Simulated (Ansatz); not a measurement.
A geometry relaxed with PBE0-D4/def2-TZVP in Ansatz (an electronic-structure program), charge 0, multiplicity 1:

```xyz
7

Si    -0.7519    -0.3268    -0.0237
H     -1.1805    -1.1477    -1.1839
Cl    -1.4795     1.6003    -0.3029
B      1.1939     0.1383     0.0836
H     -1.3773    -0.8756     1.2057
H      1.8533     0.2214    -0.9090
H      1.6854     0.4543     1.1254
```

**Question.** Write the SMILES of this molecule.

**Answer.** `B[SiH2]Cl`
